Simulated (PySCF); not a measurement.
FH₆NSi₂. Atoms are numbered in the order given.

```xyz
10

Si     1.0613    -0.4038    -0.6400
F      1.9270    -0.2352     0.7581
Si    -1.0526     0.5952    -0.2888
N     -1.9612    -0.0614     1.0619
H      0.9302    -1.8829    -0.9106
H      1.8648     0.2082    -1.7604
H     -1.8687     0.4119    -1.5433
H     -0.8513     2.0644    -0.0283
H     -2.2424    -1.0447     0.9962
H     -1.5692     0.1091     1.9936
```

Coordinates come from a PBE-D3(BJ)/def2-SVP optimisation. This is a generated structure with no PubChem entry under its InChIKey; it may be hypothetical. The values are those of a single conformer.

Calculation: M06-2X/def2-TZVP run with PySCF.

ESP charges are fitted to the potential on shells at 1.4 to 2.0 van der Waals radii. Atomic charges (e):

| atom | ESP fit | Mulliken |
|---|---|---|
| Si1 | 0.21 | 0.39 |
| F2 | -0.24 | -0.37 |
| Si3 | 0.41 | (withheld) |
| N4 | -0.92 | -0.68 |
| H5 | -0.04 | -0.03 |
| H6 | -0.04 | -0.03 |
| H7 | -0.07 | (withheld) |
| H8 | -0.06 | (withheld) |
| H9 | 0.37 | (withheld) |
| H10 | 0.37 | (withheld) |

Problem. Some entries are withheld; supply them. (Estimate from the structure and the level; the computed values follow.)

Solution. 
- Si3, Mulliken: 0.23
- H7, Mulliken: -0.02
- H8, Mulliken: -0.01
- H9, Mulliken: 0.26
- H10, Mulliken: 0.26

Computed Mayer and Wiberg (Löwdin basis) orders of the bonds:
```
bond     Mayer  Wiberg
-------  -----  ------
Si1–F2    0.99    1.64
Si1–Si3   0.93    1.10
Si3–N4    1.08    1.52
Si1–H5    0.94    0.95
Si1–H6    0.94    0.95
Si3–H7    0.95    0.93
Si3–H8    0.96    0.93
N4–H9     0.91    0.95
N4–H10    0.91    0.95
```
